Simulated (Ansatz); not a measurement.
Cost and result for the atomization energy of `[CH3][InH][C]#CS` (10 atoms, 9 bonds).

```xyz
10

C    -2.085   -0.791    0.486
In   -0.050   -1.351    0.120
C     1.278    0.223   -0.275
C     2.030    1.156   -0.499
S     3.174    2.335   -0.822
H    -2.554   -0.510   -0.459
H    -2.116    0.076    1.147
H    -2.654   -1.608    0.930
H     0.618   -2.932    0.100
H     2.359    3.403   -0.729
```

Charge 0, multiplicity 1. Correlated methods include outer-core shells of In, which these sets cover unevenly. In: def2 effective core potential. The geometry is a stationary point of PBE0-D4/def2-TZVP. It is one conformer, not always the lowest. Program: Ansatz. All runs use 4 threads of an Arm Neoverse V2 on a shared host. Times are those of one run each, without the atoms' runs, and a repeat can differ threefold. Electronic energies, without spin–orbit coupling; frozen cores. CCSD(T)/CBS adds CCSD(T) − MP2 in def2-TZVPP to the MP2 limit, and its time is that of the two runs behind it. T1 = 0.014. With those shells the extrapolation isn't a true limit. B3LYP takes the VWN-RPA correlation (the form of Gaussian; ORCA's B3LYP/G). HSE06 is the plane-wave form, built on full-range PBE exchange.

CCSD(T)/CBS is a level of theory with its own doubt, some kJ/mol a heavy atom from the limit and from the frozen cores, so smaller differences don't rank the functionals.

```tsv
level	functions	wall time	atomization (kJ/mol)	difference from CCSD(T)/CBS	per bond
LDA (SPW92)/def2-TZVPP	255	1.3 s	4037.6	537.7	59.7
revPBE-D4/def2-TZVPP	255	2.2 s	3486.6	-13.3	-1.5
HSE06-D4/def2-TZVPP	255	3.5 s	3518.1	18.2	2.0
BHLYP-D4/def2-TZVPP	255	3.7 s	3369.1	-130.8	-14.5
B3LYP-D4/def2-TZVPP (with forces)	255	5.5 s	3476.6	-23.3	-2.6
r2SCANh-D4/def2-TZVPP	255	5.5 s	3486.5	-13.4	-1.5
B2PLYP/def2-TZVPP	255	6.5 s	3453.4	-46.5	-5.2
CCSD(T)/def2-SVP	111	7.5 s	3298.4	-201.5	-22.4
B97M-V/def2-TZVPP	255	11 s	3519.2	19.3	2.1
ωB97M-V/def2-TZVPP (with forces)	255	12 s	3512.2	12.3	1.4
MP2/def2-QZVPP	473	22 s	3529.5	29.6	3.3
CCSD(T)/def2-TZVPP	255	3.8 min	3413.0	-86.9	-9.7
CCSD(T)/CBS(def2)	–	4.2 min	3499.9	0.0	0.0
```

From r2SCAN to r2SCAN0 (25 % exact exchange), in def2-TZVPP and without D4, the atomization energy moves by −62.7 kJ/mol: exact exchange takes away binding that semilocal exchange gives to molecules. The D4 term adds +33.1 kJ/mol with B3LYP and +17.4 kJ/mol with PBE0; it sums over pairs of atoms, weighted by their polarisabilities, and B3LYP, whose exchange is more repulsive, gets the larger term. In def2-TZVPP, CCSD(T) changes the Hartree–Fock value by +931.7 kJ/mol (the triples alone add +71.2 kJ/mol) and MP2 by +996.9 kJ/mol; breaking electron pairs costs correlation energy, which Hartree–Fock lacks.

Spin–orbit coupling would lower the free In atoms strongly, and the atomization energy with them, by more than many differences here.
